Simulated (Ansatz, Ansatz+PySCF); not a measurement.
```xyz
4

F    -0.6384    0.1749    1.0655
H    -0.1006   -0.5146    0.7550
F     0.6384   -0.1749   -1.0655
H     0.1006    0.5146   -0.7550
```

Basis set: def2-SVP (spherical functions). Frozen core: 2 orbitals. Charge 0, multiplicity 3.

Computed with Ansatz (development build ahead of 0.2.0); each method stands on the lowest determinant of its kind that the runs found.

Give the atomization energy at this shape (free ground-state atoms in the same class of orbitals less the molecule, no zero-point energy) of triplet H2F2 by UHF-CCSD(T), UHF-MP2, UHF.

```json
{"method": "UHF-CCSD(T)", "atomization energy": "3.15 kcal/mol"}
{"method": "UHF-MP2", "atomization energy": "4.80 kcal/mol"}
{"method": "UHF", "atomization energy": "-43.31 kcal/mol"}
```

Caution: the determinant breaks the point group. Caution for UHF: the molecule lies well above its atoms at this level.
